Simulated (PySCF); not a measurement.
Spinor energies of Ni⁺ (nickel, charge +1)

Start: [Ar] 3d8 4s1; 3d3/2 filled at m_j = -1/2, +1/2, +3/2; 3d5/2 filled at m_j = -3/2, -1/2, +1/2, +3/2, +5/2; 4s1/2 filled at m_j = +1/2. Calculated with PySCF 2.14 in x2c-TZVPall-2c: generalised Hartree-Fock with the X2C-1e Hamiltonian and a Gaussian nucleus; one run each with spin-orbit coupling (SO) switched off, then screened by Boettger's factors. This is a chosen level, not necessarily the ground level.

```json
{"spinor shell": "1s1/2", "electrons": "2", "ε, spin-free (eV)": "-8411.6", "ε, screened SO (eV)": "-8411.4", "weight of nominal j (screened SO)": "1.000", "rms radius, screened SO (bohr)": "0.0624"}
{"spinor shell": "2s1/2", "electrons": "2", "ε, spin-free (eV)": "-1059.8", "ε, screened SO (eV)": "-1059.8", "weight of nominal j (screened SO)": "1.000", "rms radius, screened SO (bohr)": "0.265"}
{"spinor shell": "2p1/2", "electrons": "2", "ε, spin-free (eV)": "-909.01", "ε, screened SO (eV)": "-921.42", "weight of nominal j (screened SO)": "0.999", "rms radius, screened SO (bohr)": "0.236"}
{"spinor shell": "2p3/2", "electrons": "4", "ε, spin-free (eV)": "-909.01", "ε, screened SO (eV)": "-902.92", "weight of nominal j (screened SO)": "0.999", "rms radius, screened SO (bohr)": "0.239"}
{"spinor shell": "3s1/2", "electrons": "2", "ε, spin-free (eV)": "-144.94", "ε, screened SO (eV)": "-144.92", "weight of nominal j (screened SO)": "1.000", "rms radius, screened SO (bohr)": "0.795"}
{"spinor shell": "3p1/2", "electrons": "2", "ε, spin-free (eV)": "-98.729", "ε, screened SO (eV)": "-102.61", "weight of nominal j (screened SO)": "0.802", "rms radius, screened SO (bohr)": "0.843"}
{"spinor shell": "3p3/2", "electrons": "4", "ε, spin-free (eV)": "-98.729", "ε, screened SO (eV)": "-96.791", "weight of nominal j (screened SO)": "0.901", "rms radius, screened SO (bohr)": "0.851"}
{"spinor shell": "3d5/2", "electrons": "5", "ε, spin-free (eV)": "-27.689", "ε, screened SO (eV)": "-28.061", "weight of nominal j (screened SO)": "0.621", "rms radius, screened SO (bohr)": "1.10"}
{"spinor shell": "3d3/2", "electrons": "3", "ε, spin-free (eV)": "-27.689", "ε, screened SO (eV)": "-27.080", "weight of nominal j (screened SO)": "0.641", "rms radius, screened SO (bohr)": "1.10"}
{"spinor shell": "4s1/2", "electrons": "1", "ε, spin-free (eV)": "-16.223", "ε, screened SO (eV)": "-16.223", "weight of nominal j (screened SO)": "1.000", "rms radius, screened SO (bohr)": "2.83"}
```

```csv
quantity,spin-free,screened SO
E (hartree),-1518.80303,-1518.84023
M_J,9/2,9/2
⟨J²⟩,24.755,24.755
⟨L²⟩,12.004,12.011
⟨S²⟩,3.751,3.750
```

Each row is a mean over spinors that exchange with the open shell spreads, by up to 10.862 eV (3p3/2).

Rows whose weight is well below 1 are mixtures of j = l ± 1/2: exchange outweighs spin-orbit coupling there, and the label is only the starting occupation.

Without spin-orbit coupling the j labels of p, d and f shells carry no meaning; the spin-free column gives the mean over the occupied spinors of each nl shell.
